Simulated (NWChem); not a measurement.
CH4MgS; SMILES C[S][MgH]

```xyz
7

Mg    -0.1740    -1.6519     0.0000
H     -0.7670    -3.2502     0.0000
S      0.6936     0.5087     0.0000
C     -0.8166     1.5760     0.0000
H     -0.4660     2.6260     0.0000
H     -1.4385     1.4256     0.9040
H     -1.4385     1.4256    -0.9040
```
Atoms are numbered in this order, from 1.

Coordinates come from a PBE-D3(BJ)/def2-SVP optimisation.

Symmetry labels are those of Cs in the frame above (b1 and b2, or b-type labels, depend on it).

Problem. List the 4 lowest vertical singlet excitations and the 4 lowest triplet ones from PBE/6-31+G* (spherical d), TDA (NWChem).

Solution. 
| state | energy (eV) | oscillator strength | symmetry | leading excitation (squared amplitude) |
|---|---|---|---|---|
| S1 | 3.72 | 0.010 | a" | HOMO → LUMO (0.98) |
| S2 | 3.92 | 0.027 | a" | HOMO → LUMO+1 (0.97) |
| S3 | 4.32 | 0.007 | a' | HOMO → LUMO+2 (0.78) |
| S4 | 4.58 | 0.008 | a' | HOMO−1 → LUMO+1 (0.54) |
| T1 | 3.55 | spin-forbidden | a" | HOMO → LUMO (0.92) |
| T2 | 3.69 | spin-forbidden | a" | HOMO → LUMO+1 (0.92) |
| T3 | 3.97 | spin-forbidden | a' | HOMO → LUMO+2 (0.88) |
| T4 | 4.14 | spin-forbidden | a' | HOMO−1 → LUMO (0.81) |
